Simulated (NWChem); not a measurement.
# C2H3BBrCl; SMILES BrB(Cl)C=C

```xyz
8

B     -0.1533     0.5909     0.0000
Cl     0.9881     1.9345     0.0000
Br     0.5543    -1.2037     0.0000
C     -1.6757     0.8695     0.0000
C     -2.6288    -0.0912     0.0000
H     -1.9976     1.9267     0.0000
H     -3.7052     0.1493     0.0000
H     -2.3566    -1.1608     0.0000
```
Atoms are numbered in this order, from 1.

Level: PBE-D3(BJ)/def2-SVP (NWChem), optimised geometry, unscaled harmonic frequencies. This build's default masses of Se (78.918 u) and Br (79.917 u) are each other's, which moves their modes by up to 0.6 %.

```csv
frequency (cm⁻¹),IR intensity (km/mol)
90,0.0
169,0.0
216,0.4
348,0.5
390,1.2
460,12.5
618,11.7
865,192.0
977,22.3
991,130.5
1005,10.9
1090,109.7
1256,5.9
1378,64.6
1624,55.0
3060,8.6
3081,3.7
3160,3.2
```

```yaml
zero_point_energy: 29.7 kcal/mol
thermal correction to the enthalpy at 298.15 K (with zero-point energy): 34.1 kcal/mol
heat capacity Cv: 19.3 cal/(mol K)
entropy at 298.15 K and 1 atm (symmetry number 1): 81.5 cal/(mol K)
dipole_moment: 1.71 D
```

Rigid rotor and harmonic oscillator; modes under 100 cm⁻¹ make the entropy uncertain.
